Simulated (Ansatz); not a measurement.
Cost and result for the atomization energy of C2F4O, SMILES `FC1(F)OC1(F)F` (7 atoms, 7 bonds).

The species carries charge 0 and has multiplicity 1. All single points use the PBE0-D4/def2-TZVP geometry. Program: Ansatz. All runs use 4 threads of a server CPU on a shared host. Times are those of one run each, without the atoms' runs, and a repeat can differ threefold. Electronic energies, without spin–orbit coupling; frozen cores. CCSD(T)/CBS adds CCSD(T) − MP2 in def2-TZVPP to the MP2 limit, and its time is that of the two runs behind it. T1 = 0.013. B3LYP takes the VWN-RPA correlation (the form of Gaussian; ORCA's B3LYP/G).

CCSD(T)/CBS is a level of theory with its own doubt, some kJ/mol a heavy atom from the limit and from the frozen cores, so smaller differences don't rank the functionals.

```csv
level,functions,wall time
BLYP-D4/def2-TZVPP,217,1.6 s
PBE-D4/def2-TZVPP (with forces),217,2 s
PBE0-D4/def2-TZVPP,217,2.5 s
CAM-B3LYP-D4/def2-TZVPP,217,3 s
B3LYP-D4/def2-TZVPP (with forces),217,3.4 s
r2SCAN-D4/def2-TZVPP (with forces),217,3.7 s
r2SCANh-D4/def2-TZVPP,217,3.7 s
RPA@PBE/def2-TZVPP,217,3.9 s
CCSD(T)/def2-SVP,98,3.9 s
B2PLYP/def2-TZVPP,217,4.6 s
MP2/def2-QZVPP,399,15 s
CCSD(T)/def2-TZVPP,217,45 s
CCSD(T)/CBS(def2),–,60 s
```

**Question.** What atomization energy does each give, and how far from CCSD(T)/CBS? (Estimate.)

**Answer.** The calculation gave: 
```csv
level,atomization (kJ/mol),difference from CCSD(T)/CBS,per bond
BLYP-D4/def2-TZVPP,2977.4,44.6,6.4
PBE-D4/def2-TZVPP (with forces),3156.0,223.2,31.9
PBE0-D4/def2-TZVPP,2985.2,52.4,7.5
CAM-B3LYP-D4/def2-TZVPP,2962.1,29.3,4.2
B3LYP-D4/def2-TZVPP (with forces),2909.6,-23.2,-3.3
r2SCAN-D4/def2-TZVPP (with forces),2986.8,54.0,7.7
r2SCANh-D4/def2-TZVPP,2930.8,-2.0,-0.3
RPA@PBE/def2-TZVPP,2592.0,-340.8,-48.7
CCSD(T)/def2-SVP,2781.8,-151.0,-21.6
B2PLYP/def2-TZVPP,2899.9,-32.9,-4.7
MP2/def2-QZVPP,3084.1,151.3,21.6
CCSD(T)/def2-TZVPP,2838.0,-94.8,-13.5
CCSD(T)/CBS(def2),2932.8,0.0,0.0
```

The D4 term adds +19.5 kJ/mol with B3LYP and +10.0 kJ/mol with PBE0; it sums over pairs of atoms, weighted by their polarisabilities, and B3LYP, whose exchange is more repulsive, gets the larger term. In def2-TZVPP, CCSD(T) changes the Hartree–Fock value by +1012.2 kJ/mol (the triples alone add +86.7 kJ/mol) and MP2 by +1202.1 kJ/mol; breaking electron pairs costs correlation energy, which Hartree–Fock lacks. From BLYP to BHLYP (50 % exact exchange), in def2-TZVPP and without D4, the atomization energy moves by −269.4 kJ/mol: exact exchange takes away binding that semilocal exchange gives to molecules.
